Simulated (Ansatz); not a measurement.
All numbers were calculated with Ansatz.

A structure relaxed at PBE0-D4/def2-TZVP, charge 0, multiplicity 1:

Cartesian coordinates in Å:
```
C 1.304 0.376 -1.404
Se 0.101 1.667 -0.561
B -0.776 0.479 0.636
C -1.114 -0.816 1.337
O -1.731 0.523 1.571
H 1.934 0.943 -2.087
H 0.728 -0.360 -1.957
H 1.919 -0.104 -0.647
H -0.550 -1.174 2.194
H -1.814 -1.534 0.919
```

(1) Give its formula and SMILES.

(2) Point group (tolerance 0.08 Å, 0.16 Å for H)?

(3) Summarise the bond lengths by kind.

Answers

(1) C2H5BOSe, `C[Se]B1CO1`.

(2) Cs.

(3) 1 × C–Se 1.956 Å; 5 × C–H 1.086 to 1.088 Å; 1 × B–Se 1.901 Å; 1 × B–C 1.511 Å; 1 × B–O 1.337 Å; 1 × C–O 1.492 Å.
